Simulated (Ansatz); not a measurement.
An input meant for SnIH3 (SnH3I) (charge 0, singlet).

```yaml
crystal:
  periodic: [false, false, false]
  atoms:
    - {symbol: Sn, position_ang: [-0.001249, 0.002259, -0.239571]}
    - {symbol: I, position_ang: [0.012921, -0.023259, 2.468318]}
    - {symbol: H, position_ang: [1.635621, 0.011872, -0.751526]}
    - {symbol: H, position_ang: [-0.827795, 1.424404, -0.725209]}
    - {symbol: H, position_ang: [-0.819489, -1.415276, -0.752013]}
basis:
  gaussian: {orbitals: STO-3G}
total_charge: -3
magnetization: {spin_polarized: true, initial_magnetization: 1}
hamiltonian: {xc: {name: wB97X}}
scf: {omitted_lower_state_checks: [starts]}
output: {forces: true}
```

```sh
$ ansatz run in.yaml --threads 4 --pin off --events-out ev --progress --plain --max-ram 3916MiB
```

Output, abridged:

```
Functional definition: wB97X
683 factors; integrals over basis functions are off by at most 3.3e-5 eV
136 factors; integrals over basis functions are off by at most 9.8e-7 eV
mean field evaluation 1: about -348814.0648 eV, gradient 8.3e0 eV
mean field evaluation 2: about -348816.5538 eV, gradient 3.9e0 eV
mean field evaluation 4: about -348817.4510 eV, gradient 8.1e-1 eV
mean field evaluation 8: about -348817.5106 eV, gradient 5.0e-3 eV
mean field -348817.51059642 eV, -12818.8070774178 hartree, gradient 8.4e-5 eV, S^2 0.757134; 0 other end points of the search recorded, 0 dependent functions left out
reference -348817.51057932 eV, -12818.8070767895 hartree; 55, 54 occupied and 2, 3 virtual orbitals, 683 factors
Total energy: -348817.51057932 eV, -12818.8070767895 hartree
Atom 0 at    -0.001249     0.002259    -0.239571 Å, force    -0.066432     0.120925   -12.837419 eV/Å
Atom 1 at     0.012921    -0.023259     2.468318 Å, force     0.073511    -0.132760    14.088109 eV/Å
Atom 2 at     1.635621     0.011872    -0.751526 Å, force     3.961557     0.015662    -0.437837 eV/Å
Atom 3 at    -0.827795     1.424404    -0.725209 Å, force    -1.994416     3.431652    -0.374026 eV/Å
Atom 4 at    -0.819489    -1.415276    -0.752013 Å, force    -1.974220    -3.435479    -0.438827 eV/Å
Dipole moment:     0.009369    -0.016871     1.789681 e Å
Checks for a lower state left out: starts
```

In this input the charge is far from what the species holds (-3 typed, 0 meant). The run converged. The result belongs to that input, not to the species as meant.

A multiply charged anion in the gas phase is held together partly by the finite basis. The highest occupied level of an anion often lies above zero with these methods, and sets without diffuse functions describe the outer electron poorly.
